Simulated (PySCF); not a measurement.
Working out the ionisation energy of In

In [Kr] 4d10 5s2 5p1 (2P) → In⁺ [Kr] 4d10 5s2 (1S). Computed with PySCF 2.14 in aug-cc-pVQZ-PP with one added diffuse shell each of s, p, d, f, g type with ECP28MDF (8s8p6d4f3g, 117 functions), with a scalar-relativistic core potential. Frozen: 4s2 4p6 4d10. Energies in hartree (1 hartree = 27.21139 eV):

```json
{"part": "UHF", "In (lower)": "-189.210637", "In⁺ (upper)": "-189.018879"}
{"part": "MP2 opposite-spin", "In (lower)": "-0.029744", "In⁺ (upper)": "-0.024432"}
{"part": "MP2 same-spin", "In (lower)": "-0.002347", "In⁺ (upper)": "0.000000"}
```

**Question.** What does Hartree-Fock give?

**Answer.** (-189.018879) − (-189.210637) = 0.191758 hartree = 5.218 eV.

**Question.** What do MP2 and SCS-MP2 (6/5 opposite-spin, 1/3 same-spin) give?

**Answer.** The opposite-spin parts differ by 0.145 eV and the same-spin parts by 0.064 eV. MP2: 5.218 + (0.145) + (0.064) = 5.427 eV. SCS-MP2: 5.218 + 1.2 × (0.145) + (0.064)/3 = 5.413 eV.

Measured between the centres of the two terms (NIST): 5.603 eV, so MP2 (valence) is off by -0.176 eV.

What remains against the reference includes basis incompleteness, the frozen core and correlation beyond second order.
